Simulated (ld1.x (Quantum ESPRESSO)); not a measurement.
**Ranking PAW potentials for selenium (Se)**

All share these settings but for the change named:

ld1.x (Quantum ESPRESSO) 7.5 input, shortened:

```
&input
   title='Se', zed=34., rel=1, dft='PBE', iswitch=3,
   config='[Ar] 3d10 4s1.75 4p4.25'
 /
 &inputp
   pseudotype=3, lpaw=.true., tm=.true., lloc=-2, rcloc=1.60,
   nlcc=.true., new_core_ps=.true., rcore=0.30,
   which_augfun='BESSEL', rmatch_augfun=0.50
 /
6
4S  1  0   1.75   0.00  1.15  1.55  0.0
4S  1  0   0.00   0.10  1.15  1.55  0.0
4P  2  1   4.25   0.00  1.95  2.10  0.0
4P  2  1   0.00   0.35  1.95  2.10  0.0
3D  3  2  10.00   0.00  0.45  0.60  0.0
3D  3  2   0.00  -3.10  0.45  0.60  0.0
 &test
   configts(1)='3d10 4s1.75 4p4.25'
 /
```

Test errors are all-electron minus pseudo excitation energies from the reference, over 3d10 4s2 4p4; 3d10 4s2 4p3; 3d10 4s2 4p2; 3d9 4s2 4p5; 3d10 4s2 4p0; 3d9 4s2 4p4; 3d10 4s2 4p1. None of these files shows a bound ghost.

The base gives 278.0 meV.

Of 6 variants that were run, those that failed, showed a ghost or another fault, or gave nearly equal values are left out.

A variant can come out equal or close to the base, since the largest error may sit in a test that the change hardly touches while other tests move.

**Question.** Rank these variants by their largest absolute test error, smallest first.
A. all radii but the core radius scaled by about 1.04 (s 1.62, p 2.18, d 0.62 bohr, rcut 1.20/2.02/0.46); local potential all-electron potential smoothed inside 1.66 bohr (lloc = -2); augmentation BESSEL, radius 0.52 bohr
B. type ultrasoft; local potential all-electron potential smoothed inside 1.45 bohr (lloc = -2); augmentation built from norm-conserving waves at rcut, not smoothed further
C. waves 4p (bound): rcut 1.72, rcutus 1.82 bohr; 4p channel at 0.35 Ry: rcut 1.72, rcutus 1.82 bohr

**Answer.** A (258.0 meV), C (342.5 meV), B (786.6 meV).
